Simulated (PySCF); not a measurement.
**Radial density of Sb (antimony, neutral)**

B97-3, [Kr] 4d10 5s2 5p3, high-spin 4S determinant. Calculation: PySCF 2.14, in aug-cc-pwCVTZ-DK3 with one added diffuse shell each of s, p, d, f type (11s10p8d5f1g, 125 functions); scalar relativity by spin-free X2C-1e.

| r (bohr) | 4πr²ρ (e/bohr) | 4πr²(ρα − ρβ) |
| --- | --- | --- |
| 0.0297 | 60.05 | 0.0176 |
| 0.0499 | 61.48 | 0.0409 |
| 0.0840 | 84.47 | 0.0277 |
| 0.141 | 63.08 | -0.0066 |
| 0.238 | 69.19 | 0.0850 |
| 0.400 | 37.66 | 0.0022 |
| 0.672 | 24.30 | 0.2003 |
| 1.13 | 13.95 | -0.0101 |
| 1.90 | 3.563 | 1.1318 |
| 3.20 | 1.313 | 0.9219 |
| 5.38 | 0.1135 | 0.0956 |
| 9.05 | 0.0007407 | 0.0007 |

Densities and radii are taken from the X2C orbitals without a picture-change correction, which distorts them close to the nucleus.

Question: Where is the radial spin density 4πr²(ρα − ρβ) most negative, and why is it negative at all?

Answer: Around r = 1.13 bohr, down to -0.0101 e/bohr: exchange with the open shell polarises the paired shells in an unrestricted calculation.
